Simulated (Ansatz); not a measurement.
Species: CH₃AlCl₂O (charge 0, singlet). SMILES: [Cl][Al]([Cl])[O]C
Geometry from a B3LYP-D3(BJ)/def2-TZVP (Ansatz, a program for electronic structure) optimisation:
```xyz
8

C     -2.7421    -0.2858     0.2119
O     -1.4298    -0.7777     0.0337
Al     0.0989    -0.1139    -0.0228
Cl     0.3767     1.9437     0.2035
Cl     1.7351    -1.3606    -0.3224
H     -3.1894    -0.7540     1.0913
H     -3.3472    -0.5400    -0.6611
H     -2.7599     0.7996     0.3461
```
Charge 0, spin multiplicity 1.

PBE beside other levels, property by property. Correlated levels leave the core frozen unless marked. UHF or UKS for open shells. Spin-orbit coupling is left out. No relativistic terms. Basis-set limits of correlation are two-point, X^-3; Hartree-Fock from the larger set. The bracket is a focal-point correction in the basis named. Atomisation energies are electronic, to ground-state atoms; the column to compare with has the core term from cc-pwCVTZ added, other frozen-core levels have none. Vertical energies are electronic, to the SCF solution reached for that spin. The coupled-cluster column (Ansatz) is a level with limits of its own: (a) RI-MP2/CBS(aug-cc-pV(T+d)Z,aug-cc-pV(Q+d)Z)+[CCSD(T)-MP2]/aug-cc-pV(T+d)Z; (b) CCSD(T)/CBS(aug-cc-pV(T+d)Z,aug-cc-pV(Q+d)Z).

```tsv
property	PBE/def2-TZVPD (Ansatz)	r2SCAN-D4/def2-TZVPD (Ansatz + dftd4)	PBE0/def2-TZVPD (Ansatz)	wB97X-V/def2-TZVPD (Ansatz)	coupled cluster
atomisation energy (kcal/mol)	712.9	714.1	702.6	710.5	715.3 (b)
vertical ionisation energy to the doublet (eV)	10.26	10.50	10.82	11.15	11.41 (a)
```

As the rows show:
- atomisation energy: PBE lies 2.4 kcal/mol below coupled cluster.
- vertical ionisation energy to the doublet: PBE lies 1.15 eV below coupled cluster.
